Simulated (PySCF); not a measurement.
W²⁺ (tungsten, charge +2) across methods

[Xe] 4f14 5d3 6p1, one real determinant (an excited configuration). Computed with PySCF 2.14 in def2-TZVPPD with the def2 core potential (60 electrons), with scalar relativity through the core potential.

| method | E (hartree) | mean ε 5p β (eV) | mean ε 5d α (eV) | mean ε 6p α (eV) | Σ⟨r²⟩ (bohr²) | ⟨S²⟩ |
| --- | --- | --- | --- | --- | --- | --- |
| B97-3 | -65.7636 | -63.847 | -25.982 | -15.466 | 39.01 | 6.001 |
| TPSSh | -65.7475 | -62.356 | -25.138 | -15.145 | 38.94 | 6.001 |
| LDA | -65.5727 | -61.180 | -24.435 | -15.111 | 38.96 | 6.000 |
| r2SCAN | -65.7889 | -62.056 | -24.951 | -15.076 | 38.84 | 6.002 |
| PBE0 | -65.7466 | -63.540 | -26.081 | -15.551 | 38.93 | 6.001 |
| UHF | -65.25948 | -69.189 | -30.154 | -16.774 | 39.66 | 6.004 |
| wB97X | -65.7567 | -66.245 | -28.219 | -16.968 | 38.90 | 6.001 |
| LC-wPBE | -65.7746 | -66.376 | -28.869 | -17.389 | 38.77 | 6.001 |
| PBE | -65.7737 | -61.239 | -24.494 | -14.999 | 38.83 | 6.001 |

⟨L²⟩ = 14.01 against 20 for a pure G term, so this real determinant mixes terms. Energies and moments cover only the electrons outside the core potential. Spin-orbit coupling, absent here, splits the open shell strongly.
